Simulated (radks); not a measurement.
Task: The mean radii <r> (bohr) of the occupied orbitals of an atom or ion are listed with their occupations. Calculated with a radial shooting solver on a logarithmic mesh with Libxc functionals: Dirac Kohn-Sham, PBE, spin-unpolarised, spherical densities, finite nucleus; Fermi nuclear charge, rms radius of each element as measured or else 0.836 A^(1/3) + 0.57 fm.

| orbital | occ. | <r> |
|---|---|---|
| 1s1/2 | 2 | 0.1032 |
| 2s1/2 | 2 | 0.4646 |
| 2p1/2 | 0.666667 | 0.4099 |
| 2p3/2 | 1.33333 | 0.4115 |

Name the element and its charge. Open shells, if any, are shared by 2j + 1.

Result: Z = 15, phosphorus, charge +9: P9+ in [He] 2s2 2p2. The 1s radius gives Z: for a bare nucleus <r> = (2 gamma + 1)/(2Z) with gamma = sqrt(1 - (Z/c)^2), 0.0996 bohr for Z = 15, and screening makes it slightly larger (0.1032 here). The occupations add up to 6, and the charge is Z minus that.
